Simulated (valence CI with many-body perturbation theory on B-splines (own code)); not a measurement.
**Sr³³⁺: what the settings do**

Calculated by valence CI with perturbative core correlation (CI+MBPT): three valence electrons over a frozen Dirac-Fock core [He], a basis of 6 s, 6 p, 5 d, 3 f, 1 g functions for each j, with the one-electron correlation potential Σ1 (screened to all orders), the two-electron term Σ2, the three-electron term Σ3, Breit, model QED; selected single and double excitations, second order for the rest, scaled by the run's own slope (own B-spline code, finite nucleus).

No measured spectrum was set against this ion. As an estimate, large intervals hold to a few tenths of a per cent, small ones and those within an open d or f shell to about a per cent.

The reference run has the lowest level (2s^2 2p1/2) J=1/2 and an ionisation energy of 4233.81 eV. Its largest variational space holds 4261 state functions.

Levels are named by their leading jj configuration (3d3/2^4 stands for four electrons in 3d with j = 3/2), which in mixed levels can hold well under half, so a name can repeat and another be missing. Letters in brackets count levels of one name in rising energy.

Changed runs:
A. size limit of the variational space 10000 → 1500; shift of the energy in Σ1 (hartree) 0 → 7.2
B. scale of Σ1 1 → 0; scale of Σ2 1 → 0; three-electron term on → off
C. lowest core n in screening and Σ2 1 → 4
D. correlating orbitals by l 3 3 3 2 1 → 0 0 0 0 0 (bad on purpose)

Excitation energies of the reference run in cm⁻¹, and shifts in cm⁻¹:

| Level | Reference | A | B | D |
| --- | --- | --- | --- | --- |
| (2s^2 2p3/2) J=3/2 | 623298 | +0.5 | -318 | -132 |
| (2s 2p1/2^2) J=1/2 | 762558 | -8.8 | +1898 | -1894 |
| (2s 2p1/2 2p3/2) J=3/2 [a] | 1183370 | -7.8 | +1420 | -3601 |
| (2s 2p1/2 2p3/2) J=5/2 | 1340510 | -7.7 | +1649 | -1572 |
| (2s 2p1/2 2p3/2) J=3/2 [b] | 1627410 | -9.2 | +2680 | +3621 |
| (2s 2p1/2 2p3/2) J=1/2 | 1690720 | -6.8 | +3897 | +4437 |
| (2s 2p3/2^2) J=5/2 | 1967320 | -6.3 | +1627 | +529 |
| (2s 2p3/2^2) J=1/2 | 2353470 | -4.7 | +2127 | +4220 |
| (2s 2p3/2^2) J=3/2 | 2363800 | -8.6 | +3785 | +5134 |
| (2p1/2^2 2p3/2) J=3/2 | 2515160 | -18 | +5981 | +2726 |
| (2p1/2 2p3/2^2) J=3/2 | 3003410 | -16 | +5613 | +1785 |
| (2p1/2 2p3/2^2) J=5/2 | 3111380 | -18 | +5317 | +4583 |
| Ionisation energy (eV) | 4233.81 | +0.0031 | -0.25 | -0.58 |

Run C: It gave no result: the setting left no core shell for the response of the core. The program said: "need at least one array to concatenate".
